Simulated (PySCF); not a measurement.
Input of a response calculation (the driver script's job line, then coordinates in Å):

```
{"job": {"kind": "uv", "xc": "PBE0", "basis": "def2-SVPD", "nstates": 6, "ntriplets": 2}, "charge": 0, "multiplicity": 1}
F      2.414677    -0.683757     0.431710
C      1.619616     0.325287     0.034147
F      2.341355     1.085790    -0.788676
F      1.356845     1.057404     1.122359
C      0.349007    -0.217698    -0.633512
C     -0.455674    -1.116982     0.341011
O     -1.758490    -0.591507     0.271942
C     -1.597925     0.757816    -0.036084
O     -0.533780     0.822334    -0.962744
H      0.658142    -0.728356    -1.552438
H     -0.051570    -1.037004     1.359367
H     -0.485190    -2.162326     0.036795
H     -1.353846     1.350480     0.864657
H     -2.503846     1.138048    -0.510701
```

The program printed, after the SCF cycles:

```
converged SCF energy = -604.3687656400

Static polarisability (au): isotropic 55.713, principal 50.323 54.931 61.886

Singlet excitations
state   eV       nm        f      main configurations
  1   7.5203    164.9   0.00839   H->L 0.92
  2   7.9226    156.5   0.00775   H-1->L 0.85
  3   8.2965    149.4   0.04111   H->L+2 0.82
  4   8.3028    149.3   0.00187   H->L+1 0.88
  5   8.4982    145.9   0.01210   H->L+3 0.71, H->L+5 0.10
  6   8.6124    144.0   0.00139   H-1->L+1 0.37, H-1->L+2 0.27, H->L+4 0.16

Triplet excitations (Tamm-Dancoff, eV): 7.3444 7.6889
```

Method used: TDDFT PBE0/def2-SVPD, vertical, gas phase, core orbitals frozen in the response in PySCF. One conformer (not necessarily the lowest) at the GFN2-xTB geometry, without solvent, vibrations or thermal averaging.

(1) Which orbital energies lie behind H and L?

(2) What is the polarisability anisotropy, √(½[(α1 − α2)² + (α2 − α3)² + (α3 − α1)²])?

(3) What is the total energy of state 4 at this geometry?

(4) Give the energy of state 4 in hartree, cm⁻¹ and kJ/mol.

(5) How many basis functions and electrons does this run hold?

(6) Write the structure that the coordinates describe.

Answers

(1) HOMO -8.27 eV and LUMO 0.50 eV, a gap of 8.77 eV; state 1 differs from that by -1.25 eV.

(2) 10.08 au.

(3) -604.36877 + 0.30512 = -604.06365 hartree.

(4) 0.30512 hartree, 66967 cm⁻¹, 801.1 kJ/mol.

(5) 235 basis functions for 72 electrons in 36 doubly occupied orbitals.

(6) `FC(F)(F)[C@H]1COCO1` (C4H5F3O2), point group C1.

H and L stand for HOMO and LUMO.
